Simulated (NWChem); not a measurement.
Molecule: 1,4-dioxane (C$_{4}$H$_{8}$O$_{2}$); SMILES C1COCCO1

```xyz
14

C      1.1391     0.6767    -0.3491
C      1.1391    -0.6767     0.3491
O      0.0000    -1.4575     0.0000
C     -1.1391    -0.6767    -0.3491
C     -1.1391     0.6767     0.3491
O      0.0000     1.4575     0.0000
H      2.0429     1.2560    -0.0630
H      1.1848     0.5188    -1.4552
H      2.0429    -1.2560     0.0630
H      1.1848    -0.5188     1.4552
H     -1.1848    -0.5188    -1.4552
H     -2.0429    -1.2560    -0.0630
H     -2.0429     1.2560     0.0630
H     -1.1848     0.5188     1.4552
```
Atoms are numbered in this order, from 1.

All runs: NWChem. Medium grid unless said otherwise, to which SCAN and Minnesota functionals are sensitive. Geometry: optimised at PBE-D3(BJ)/def2-SVP. Total energies of different functionals are on different scales.

```tsv
level	energy (Ha)	highest occupied level (eV)	orbital gap (eV)
B3LYP/def2-SVP	-307.4200	-6.78	8.15
PBE/def2-SVP	-307.0482	-5.42	6.27
RPBE/def2-SVP	-307.4170	-5.40	6.23
r2SCAN0/def2-SVP	-307.2080	-7.28	9.46
TPSS/def2-SVP	-307.4697	…	…
MPW1K/def2-SVP	-307.3305	-8.25	10.59
revPBE/def2-SVP	-307.3228	-5.39	6.32
LC-BLYP (range parameter 0.33 per bohr)/def2-SVP	-306.6951	-9.22	12.62
PBE0/def2-SVP	-307.0737	-7.04	8.76
```

### Question
What belongs in the gaps?

### Answer

- TPSS/def2-SVP, highest occupied level (eV): -5.56
- TPSS/def2-SVP, orbital gap (eV): 6.70
